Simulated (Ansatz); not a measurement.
Steps of a relaxation of C$_{3}$H$_{5}$AlCl$_{2}$ (`C=C[CH2][Al]([Cl])[Cl]`) with RKS PBE-D4/def2-SVP.

```sh
$ ansatz run in.yaml --threads 4 --pin off --events-out ev --progress --plain --max-ram 10444MiB
```

```yaml
crystal:
  periodic: [false, false, false]
  atoms:
    - {symbol: C, position_ang: [1.524800, -0.919600, -0.540200]}
    - {symbol: C, position_ang: [0.139400, -0.960600, -0.594000]}
    - {symbol: C, position_ang: [-0.747000, -0.428200, 0.505300]}
    - {symbol: Al, position_ang: [-0.766400, 1.576300, 0.447300]}
    - {symbol: Cl, position_ang: [0.989100, 2.786100, 0.628300]}
    - {symbol: Cl, position_ang: [-2.795600, 2.551600, 0.102200]}
    - {symbol: H, position_ang: [2.007900, -0.409800, 0.294800]}
    - {symbol: H, position_ang: [2.109300, -1.254600, -1.375000]}
    - {symbol: H, position_ang: [-0.328400, -1.416700, -1.403500]}
    - {symbol: H, position_ang: [-0.313800, -0.752700, 1.527600]}
    - {symbol: H, position_ang: [-1.754000, -0.828700, 0.427800]}
basis:
  gaussian: {orbitals: def2-SVP}
hamiltonian: {xc: pbe, dispersion: d4}
relax: {f_tol: 0.03, max_steps: 200}
```

Positions (Å) and forces (eV/Å) along the path, 13 of 20 steps:

```xyz
11
step=1 energy=-34807.3774 eV
C     1.525   -0.920   -0.540   -2.783    0.433    0.103
C     0.139   -0.961   -0.594    3.050    1.113    2.359
C    -0.747   -0.428    0.505    1.314    0.081    0.948
Al   -0.766    1.576    0.447   -1.366    0.329   -0.264
Cl    0.989    2.786    0.628   -0.483   -0.295   -0.038
Cl   -2.796    2.552    0.102    1.691   -0.658    0.269
H     2.008   -0.410    0.295    0.350    0.034    0.273
H     2.109   -1.255   -1.375    0.638   -0.435   -0.647
H    -0.328   -1.417   -1.403   -1.130   -0.979   -2.058
H    -0.314   -0.753    1.528   -0.549    0.486   -0.993
H    -1.754   -0.829    0.428   -0.731   -0.109    0.049
11
step=2 energy=-34807.7226 eV
C     1.521   -0.836   -0.587   -0.412   -0.662    0.752
C     0.162   -0.936   -0.574    0.765    0.634    0.362
C    -0.729   -0.435    0.535    0.365    0.109    0.297
Al   -0.837    1.537    0.429   -0.444    0.070   -0.111
Cl    0.881    2.751    0.608   -0.031   -0.031    0.015
Cl   -2.707    2.546    0.090    0.494   -0.263    0.071
H     2.060   -0.513    0.339   -0.145    0.044   -0.573
H     2.113   -1.320   -1.382   -0.013    0.303   -0.057
H    -0.337   -1.323   -1.465   -0.255   -0.191   -0.361
H    -0.310   -0.691    1.549   -0.158    0.126   -0.386
H    -1.753   -0.837    0.478   -0.166   -0.137   -0.008
11
step=3 energy=-34807.7678 eV
C     1.517   -0.932   -0.532    0.323    0.306   -0.365
C     0.163   -0.930   -0.554    0.238   -0.061   -0.030
C    -0.732   -0.433    0.550   -0.049    0.025   -0.062
Al   -0.848    1.525    0.415    0.137   -0.188    0.030
Cl    0.863    2.734    0.602    0.114    0.038    0.022
Cl   -2.659    2.526    0.070   -0.236    0.106   -0.068
H     2.086   -0.506    0.336   -0.255   -0.358   -0.430
H     2.111   -1.237   -1.441   -0.415    0.110    0.743
H    -0.348   -1.293   -1.473    0.064    0.081    0.160
H    -0.326   -0.670    1.557    0.036    0.009   -0.003
H    -1.761   -0.841    0.490    0.043   -0.070    0.004
11
step=5 energy=-34807.8048 eV
C     1.512   -0.920   -0.549    0.321    0.062    0.071
C     0.166   -0.900   -0.558   -0.098   -0.034   -0.006
C    -0.721   -0.422    0.557   -0.052   -0.021    0.076
Al   -0.863    1.530    0.414   -0.023   -0.002   -0.013
Cl    0.855    2.737    0.626    0.000    0.004    0.011
Cl   -2.693    2.515    0.024    0.028   -0.012   -0.017
H     2.097   -0.589    0.332   -0.112   -0.049   -0.105
H     2.094   -1.256   -1.424   -0.097   -0.006    0.047
H    -0.355   -1.236   -1.473   -0.014    0.042   -0.028
H    -0.291   -0.647    1.558    0.026    0.026   -0.037
H    -1.735   -0.869    0.514    0.021   -0.010    0.000
11
step=6 energy=-34807.8098 eV
C     1.508   -0.921   -0.555    0.227   -0.016    0.084
C     0.163   -0.891   -0.555   -0.154    0.036   -0.061
C    -0.715   -0.424    0.570   -0.051   -0.033    0.074
Al   -0.867    1.526    0.416   -0.006    0.018   -0.024
Cl    0.842    2.742    0.651   -0.005   -0.006    0.015
Cl   -2.687    2.504   -0.030    0.012   -0.011   -0.016
H     2.099   -0.620    0.328   -0.047   -0.004    0.005
H     2.080   -1.258   -1.431   -0.028   -0.005   -0.071
H    -0.366   -1.191   -1.480    0.001    0.004    0.011
H    -0.267   -0.639    1.565    0.027    0.010   -0.019
H    -1.723   -0.884    0.540    0.023    0.006    0.002
11
step=9 energy=-34807.8288 eV
C     1.472   -0.934   -0.601   -0.039   -0.006   -0.002
C     0.126   -0.847   -0.540   -0.096    0.047   -0.057
C    -0.678   -0.429    0.659    0.025   -0.050    0.047
Al   -0.854    1.508    0.414   -0.125    0.141   -0.034
Cl    0.763    2.781    0.918   -0.109   -0.066   -0.037
Cl   -2.597    2.399   -0.424    0.243   -0.104    0.075
H     2.107   -0.741    0.281   -0.012   -0.006   -0.014
H     1.978   -1.215   -1.536    0.037    0.009   -0.027
H    -0.455   -1.041   -1.467    0.067   -0.010    0.118
H    -0.129   -0.610    1.609   -0.040    0.003   -0.060
H    -1.668   -0.928    0.707    0.049    0.042   -0.009
11
step=10 energy=-34807.8393 eV
C     1.450   -0.913   -0.629    0.007    0.022    0.005
C     0.103   -0.843   -0.529    0.029    0.026    0.037
C    -0.670   -0.439    0.695    0.021   -0.003    0.019
Al   -0.833    1.496    0.431   -0.055    0.138   -0.085
Cl    0.735    2.791    1.027   -0.117   -0.081   -0.036
Cl   -2.495    2.351   -0.585    0.207   -0.090    0.101
H     2.104   -0.713    0.239   -0.038   -0.013   -0.074
H     1.938   -1.180   -1.581   -0.026    0.018    0.058
H    -0.499   -1.051   -1.433   -0.015   -0.005   -0.012
H    -0.104   -0.632    1.630   -0.005    0.005   -0.006
H    -1.663   -0.924    0.756   -0.010   -0.017   -0.007
11
step=12 energy=-34807.8527 eV
C     1.397   -0.833   -0.676   -0.082    0.002    0.058
C     0.053   -0.838   -0.499    0.093   -0.012    0.010
C    -0.671   -0.469    0.766   -0.043   -0.036    0.007
Al   -0.778    1.456    0.437   -0.057    0.183   -0.196
Cl    0.714    2.759    1.201   -0.154   -0.100   -0.075
Cl   -2.261    2.252   -0.875    0.263   -0.104    0.226
H     2.087   -0.616    0.158   -0.021    0.030   -0.036
H     1.850   -1.073   -1.650   -0.035    0.004    0.006
H    -0.587   -1.081   -1.368    0.012    0.039   -0.002
H    -0.074   -0.667    1.678    0.003    0.003   -0.003
H    -1.666   -0.948    0.848    0.021   -0.008    0.003
11
step=13 energy=-34807.8594 eV
C     1.375   -0.804   -0.684   -0.083    0.077    0.030
C     0.034   -0.850   -0.482    0.083    0.035   -0.024
C    -0.680   -0.495    0.793   -0.035   -0.056    0.009
Al   -0.745    1.423    0.426   -0.117    0.244   -0.226
Cl    0.705    2.745    1.229   -0.082   -0.104   -0.044
Cl   -2.151    2.243   -0.958    0.236   -0.154    0.237
H     2.074   -0.548    0.131   -0.027   -0.029   -0.018
H     1.814   -1.016   -1.671   -0.035   -0.011    0.016
H    -0.616   -1.092   -1.345    0.039   -0.012    0.031
H    -0.072   -0.688    1.700   -0.011    0.001   -0.017
H    -1.673   -0.975    0.882    0.033    0.008    0.006
11
step=15 energy=-34807.8726 eV
C     1.328   -0.694   -0.681   -0.089    0.098   -0.028
C    -0.003   -0.854   -0.447    0.107   -0.011    0.005
C    -0.721   -0.538    0.835    0.044   -0.045    0.020
Al   -0.680    1.362    0.380    0.032   -0.081   -0.007
Cl    0.803    2.613    1.206    0.052    0.045    0.034
Cl   -1.980    2.177   -1.063   -0.076    0.053   -0.058
H     2.032   -0.388    0.114   -0.060   -0.040   -0.026
H     1.749   -0.851   -1.687   -0.032   -0.034    0.070
H    -0.647   -1.143   -1.300    0.035    0.007    0.013
H    -0.105   -0.720    1.739   -0.019   -0.007   -0.012
H    -1.710   -1.021    0.924    0.004    0.014   -0.010
11
step=18 energy=-34807.8774 eV
C     1.298   -0.614   -0.675   -0.066   -0.007   -0.008
C    -0.016   -0.872   -0.424    0.032    0.038   -0.009
C    -0.742   -0.571    0.853    0.017    0.016   -0.017
Al   -0.618    1.315    0.334   -0.004   -0.008   -0.011
Cl    0.892    2.540    1.170   -0.018   -0.008   -0.005
Cl   -1.929    2.175   -1.086    0.023   -0.015    0.021
H     1.986   -0.266    0.113    0.001   -0.009    0.000
H     1.720   -0.769   -1.679    0.002   -0.001    0.010
H    -0.643   -1.205   -1.273    0.016   -0.006    0.014
H    -0.141   -0.755    1.765   -0.004   -0.004    0.003
H    -1.741   -1.034    0.925    0.001    0.005    0.002
11
step=19 energy=-34807.8777 eV
C     1.296   -0.614   -0.678   -0.032   -0.004   -0.002
C    -0.017   -0.869   -0.425    0.018   -0.005    0.005
C    -0.741   -0.569    0.854    0.011    0.006   -0.009
Al   -0.617    1.315    0.335   -0.001    0.004   -0.006
Cl    0.885    2.546    1.176   -0.006   -0.007   -0.001
Cl   -1.923    2.171   -1.089    0.005   -0.005    0.005
H     1.987   -0.271    0.111   -0.001    0.002   -0.002
H     1.718   -0.771   -1.682    0.002    0.000    0.004
H    -0.645   -1.206   -1.272    0.005    0.009    0.004
H    -0.138   -0.756    1.764   -0.002   -0.003    0.001
H    -1.740   -1.032    0.926    0.000    0.003    0.000
11
step=20 energy=-34807.8777 eV
C     1.294   -0.612   -0.679   -0.004    0.003   -0.001
C    -0.018   -0.870   -0.424   -0.002   -0.002    0.007
C    -0.740   -0.570    0.855    0.003   -0.004   -0.004
Al   -0.614    1.313    0.333    0.002    0.001    0.002
Cl    0.885    2.543    1.181    0.000    0.001   -0.001
Cl   -1.918    2.166   -1.094   -0.001    0.002   -0.002
H     1.985   -0.266    0.109    0.001   -0.001    0.000
H     1.716   -0.768   -1.683    0.002    0.001    0.000
H    -0.646   -1.206   -1.271    0.000    0.000    0.000
H    -0.138   -0.757    1.766   -0.001    0.000    0.000
H    -1.740   -1.031    0.927    0.000    0.000    0.000
```

Hardware: 4 threads of an Arm Neoverse V1 on a shared host. Wall time 34 s, peak host memory 0.18 GiB.
